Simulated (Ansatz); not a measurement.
Abridged output of a molecular run in Ansatz:

```
Functional definition: HF
2398 factors; integrals over basis functions are off by at most 9.3e-4 eV
mean field evaluation 1: about -20208.5758 eV, gradient 5.6e1 eV
mean field evaluation 2: about -20208.9158 eV, gradient 5.6e1 eV
mean field evaluation 4: about -20216.4429 eV, gradient 6.0e0 eV
mean field evaluation 8: about -20216.5810 eV, gradient 5.4e-1 eV
mean field evaluation 16: about -20216.5825 eV, gradient 1.8e-6 eV
mean field -20216.58247935 eV, -742.9457028242 hartree, gradient 1.8e-6 eV, S^2 0.000000; 0 other end points of the search recorded, 0 dependent functions left out
14 core orbitals not correlated: weight in the atoms' cores, before any rotation towards them, 1.000 or more for the frozen orbitals, at most 0.000 for the correlated occupied ones
reference -20216.58247935 eV, -742.9457028242 hartree; 25, 25 occupied and 334, 334 virtual orbitals, 2398 factors
second order -38.80916462 eV of doubles, -0.00000000 eV of singles
cycle   1  -38.42926182 eV  change    3.8e-1 eV  update   1.6e-1
cycle   2  -39.48679714 eV  change    -1.1e0 eV  update   5.2e-2
cycle   3  -39.75257429 eV  change   -2.7e-1 eV  update   3.1e-2
cycle   4  -39.73733746 eV  change    1.5e-2 eV  update   8.9e-3
cycle   5  -39.72760309 eV  change    9.7e-3 eV  update   4.9e-3
cycle   6  -39.72988191 eV  change   -2.3e-3 eV  update   1.9e-3
cycle   7  -39.72985419 eV  change    2.8e-5 eV  update   9.2e-4
cycle   8  -39.72940418 eV  change    4.5e-4 eV  update   3.5e-4
cycle   9  -39.72953868 eV  change   -1.3e-4 eV  update   1.5e-4
cycle  10  -39.72969625 eV  change   -1.6e-4 eV  update   5.7e-5
cycle  11  -39.72959122 eV  change    1.1e-4 eV  update   2.5e-5
cycle  12  -39.72960743 eV  change   -1.6e-5 eV  update   1.2e-5
perturbative correction -1.67115371 eV, -0.0614137661 hartree
Total energy: -20257.98324048 eV, -744.4671527336 hartree
```

Its atoms:

Cartesian coordinates in Å:
```
N -0.4008 -0.7920 -1.1311
C 0.5392 0.1675 -0.4351
Si 0.2742 1.9497 -1.0118
N 0.2656 0.1969 0.9732
C 0.6917 -1.0120 1.6863
O -0.3667 -1.9491 1.7101
In -1.6988 -0.6563 0.8739
H -0.5801 -0.5561 -2.1025
H -0.0285 -1.7379 -1.1068
H 1.5785 -0.1346 -0.6354
H 1.3333 2.8191 -0.4516
H -1.0720 2.3834 -0.5459
H 0.2898 2.0487 -2.5037
H 0.9701 -0.7410 2.7137
H 1.5839 -1.4421 1.1975
H -3.3795 -0.5443 0.7691
```

Question: Which basis set was used?
A. def2-TZVPP
B. def2-QZVPP
C. def2-SVPD
D. def2-TZVPPD

Answer: A. It gives 373 functions.

Question: Write the keys of the input that set method, charge and spin (a neutral closed shell needs none for the last two).

Answer: 
```yaml
correlation: {method: ccsd_t}
```
